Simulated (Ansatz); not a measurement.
Isolated molecules relaxed with PBE0-D4/def2-TZVP in Ansatz; ΔE leaves out vibrations. CBS: MP2 limit from def2 TZ/QZ plus the TZ coupled-cluster correction, frozen cores. This one scheme is used for every species, atoms too. Functionals use def2-TZVPP. No spin–orbit coupling; open shells (•) take unrestricted orbitals. Spin–orbit coupling would lower the free atoms: a little for C, Cl, O. For Zn outer-core shells are correlated without core-valence functions, so the limit isn't a true one: a few kJ/mol of doubt a bond, and 10 to 20 or more in all where bonds break to atoms. Scalar relativity is left out up to krypton. Each species was taken in one conformer, which may not be the lowest.

`[OH][Zn][CH2]Cl` → C• + Cl• + 3 H• + O• + Zn (atom)  (atomization)

| level | ΔE (kJ/mol) |
| --- | --- |
| r2SCAN0-D4 | 2106.6 |
| PBE | 2179.9 |
| r2SCANh | 2134.4 |
| MP2/def2-QZVPP | 2196.3 |

(1) What does CCSD(T)/CBS give? (Best estimate.)

Largest T1 diagnostic among the species: 0.017.

Results:

(1) The calculation gave: +2147.3 kJ/mol. The listed levels differ from it by -40.7, 32.6, -12.9, 49.0 kJ/mol.

From BLYP to BHLYP (50 % exact exchange), in def2-TZVPP and without D4, ΔE moves by −75.8 kJ/mol: exact exchange takes away binding that semilocal exchange gives to molecules. At CCSD(T), def2-SVP lies −179.7 kJ/mol from the extrapolated value and def2-TZVPP −70.7 kJ/mol: correlation converges slowly with the basis, and small sets miss more of it in the bonded molecule than in its fragments. The D4 term adds +19.3 kJ/mol with B3LYP and +10.0 kJ/mol with PBE0; it sums over pairs of atoms, weighted by their polarisabilities, and B3LYP, whose exchange is more repulsive, gets the larger term.

B3LYP here is the variant with VWN-RPA as its local correlation; programs differ in this.

For atomizations the MP2-based limit and the directly extrapolated one differ by several kJ/mol either way, and by 10 to 25 for some Ge, Se and Sn compounds, so smaller differences from it don't rank the levels.
